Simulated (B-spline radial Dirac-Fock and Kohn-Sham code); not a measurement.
Binding energies of Te in different valence configurations

Method: relaxed Dirac-Fock hole states (ΔSCF) with Breit and QED corrections and a finite nucleus. Computed with a radial atomic solver. Correlation and solid-state effects are left out.

Reference: the tabulated ground configuration [Kr] 4d10 5s2 5p4, with 1s 31821.7 eV, 2p1/2 4622.5 eV, 2p3/2 4351.6 eV, 3s 1019.2 eV, 3p3/2 830.8 eV, 4d3/2 49.43 eV, Kα1 27470.2 eV, Kβ1 30991.0 eV, Lα1 3770.1 eV, Lβ2 4303.6 eV.

Shifts from the reference in eV.

```
    configuration  average energy     1s  2p1/2  2p3/2     3s  3p3/2  4d3/2    Kα1    Kβ1   Lα1    Lβ2
[Kr] 4d10 5s1 5p5          +10.59  +1.65  +1.70  +1.71  +1.55  +1.73  +1.60  -0.06  -0.08  0.00  +0.12
```
